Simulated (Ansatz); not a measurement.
Input file for Ansatz (an electronic-structure program): R-CCSD(T)/aug-cc-pVDZ on N2 (SMILES N#N) with ghost functions.

Ansatz 0.2 input:
```yaml
crystal:
  periodic: [false, false, false]
  atoms:
    - {symbol: N, position_ang: [-0.58759304, 1.00981936, 3.35991928]}
    - {symbol: N, position_ang: [-0.01406488, 0.11665312, 3.61141406]}
basis:
  gaussian:
    orbitals: aug-cc-pVDZ
    ghost_atoms:
      - {symbol: C, position_ang: [-0.25090016, 0.35264647, -0.24717790]}
      - {symbol: C, position_ang: [0.45170415, -0.72773257, 0.05810753]}
      - {symbol: H, position_ang: [-0.45368096, 0.62767417, -1.27524542]}
      - {symbol: H, position_ang: [-0.65277910, 1.00820088, 0.51588337]}
      - {symbol: H, position_ang: [0.65674199, -1.00549288, 1.08491109]}
      - {symbol: H, position_ang: [0.85248910, -1.38091258, -0.70766871]}
magnetization: {spin_polarized: false}
correlation: {method: ccsd_t, electrons: outside_noble_gas}
scf: {lower_state_search: off}
```

The head of its log:

```
WARN ansatz: RAYON_NUM_THREADS=1 ignored (pool sized by the plan → 1); use --threads N
Functional definition: HF
these checks for a lower state are left out or cut short: stability, starts, cluster_reference, orbital_swaps, neighbouring_geometries, increment
integrals: 0.22 GiB planned
1050 factors; integrals over basis functions are off by at most 9.2e-4 eV
mean field: 0.22 GiB planned
mean field evaluation 1: about -2964.6840 eV, gradient 1.0e1 eV
mean field evaluation 2: about -2964.6901 eV, gradient 1.0e1 eV
mean field evaluation 4: about -2964.9956 eV, gradient 3.8e-1 eV
mean field evaluation 8: about -2964.9961 eV, gradient 2.5e-5 eV
mean field -2964.99608513 eV, -108.9615963819 hartree, gradient 6.9e-7 eV, S^2 0.000000; 0 other end points of the search recorded, 0 dependent functions left out
2 core orbitals not correlated
reference -2964.99608513 eV, -108.9615963819 hartree; 5, 5 occupied and 121, 121 virtual orbitals, 1050 factors
```

What total energy does the run end on?

-109.2937 hartree (reference determinant -108.9616, T1 diagnostic 0.013).
